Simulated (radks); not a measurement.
Values are calculated unless marked as measured or tabulated.
Q: Valence configurations of the silver ion Ag+ (all share [Kr]). Level of theory: Dirac Kohn-Sham, PBE, spin-unpolarised, spherical densities, point nucleus; open shells are shared between the two j in proportion to 2j + 1 (a radial shooting solver on a logarithmic mesh with Libxc functionals). Order these by energy: 4d8.5 5p1.5; 4d8 5p2; 4d6.5 5s2 5p1.5; 4d6 5p4; 4d9.5 5s0.5; 4d9 5s0.5 5p0.5; 4d9.5 5p0.5; 4d9 5p1; 4d8 5s2; 4d10.

A: From the lowest, in eV above it: 4d10 0.000; 4d9.5 5s0.5 2.431; 4d9.5 5p0.5 5.047; 4d9 5s0.5 5p0.5 8.143; 4d9 5p1 10.936; 4d8 5s2 13.033; 4d8.5 5p1.5 17.690; 4d8 5p2 25.327; 4d6.5 5s2 5p1.5 39.451; 4d6 5p4 65.037. NIST lists [Kr] 4d10 as the ground configuration; this level of theory agrees among the configurations tried. The energies are those of spherical spin-averaged densities, not of single terms.
